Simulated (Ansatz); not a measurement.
Reaction (homolysis of the N–Si bond): `O[SiH2][NH][GeH3]` → `[NH][GeH3]`• + `O[SiH2]`•

Computed with Ansatz on PBE0-D4/def2-TZVP structures; ΔE is electronic, products minus reactants. CBS: MP2 limit from def2 TZ/QZ plus the TZ coupled-cluster correction, frozen cores. This one scheme is used for every species. Functionals use def2-TZVPP. No spin–orbit coupling; open shells (•) take unrestricted orbitals. For Ge outer-core shells are correlated without core-valence functions, which leaves a few kJ/mol of doubt a bond. Scalar relativity is left out up to krypton. One conformer a species, not always the lowest.

`O[SiH2][NH][GeH3]`:

Z-matrix (Å, degrees):
```
Si
N 1 1.711
O 1 1.648 2 114.9
H 1 1.480 2 110.5 3 -115.5
H 1 1.489 2 105.9 3 122.6
Ge 2 1.841 1 127.0 3 68.0
H 2 1.008 1 117.3 3 -106.7
H 3 0.958 1 117.5 2 60.5
H 6 1.539 2 109.2 1 134.3
H 6 1.534 2 106.2 1 14.3
H 6 1.541 2 111.1 1 -105.5
```

`[NH][GeH3]`•:

Cartesian coordinates in Å:
```
N -0.615 0.397 1.254
Ge 0.333 0.016 -0.312
H -1.478 -0.159 1.243
H 1.622 0.844 -0.287
H -0.524 0.392 -1.536
H 0.661 -1.489 -0.363
```

`O[SiH2]`•:

Z-matrix (Å, degrees):
```
Si
O 1 1.652
H 1 1.497 2 111.2
H 1 1.488 2 105.6 3 119.9
H 2 0.958 1 117.3 3 51.8
```

CCSD(T)/CBS gives +119.7 kcal/mol.

Question: Another level gave +117.1 kcal/mol. Which?
A. PBE/def2-TZVPP
B. r2SCAN-D4/def2-TZVPP
C. PBE0-D4/def2-TZVPP
D. ωB97X-V/def2-TZVPP

Answer: D. ωB97X-V 117.1, r2SCAN-D4 109.6, PBE 108.6, PBE0-D4 112.8 kcal/mol.

Largest T1 diagnostic among the species: 0.015.

The D4 term adds +3.8 kcal/mol with B3LYP and +2.1 kcal/mol with PBE0; it sums over pairs of atoms, weighted by their polarisabilities, and B3LYP, whose exchange is more repulsive, gets the larger term. In def2-TZVPP, CCSD(T) changes the Hartree–Fock value by +27.1 kcal/mol (the triples alone add +2.0 kcal/mol) and MP2 by +34.3 kcal/mol; breaking electron pairs costs correlation energy, which Hartree–Fock lacks.

CCSD(T)/CBS has its own doubt, a few kJ/mol and more with outer-core shells, so smaller differences from it don't rank the levels.

B3LYP here is the variant with VWN-RPA as its local correlation; programs differ in this.
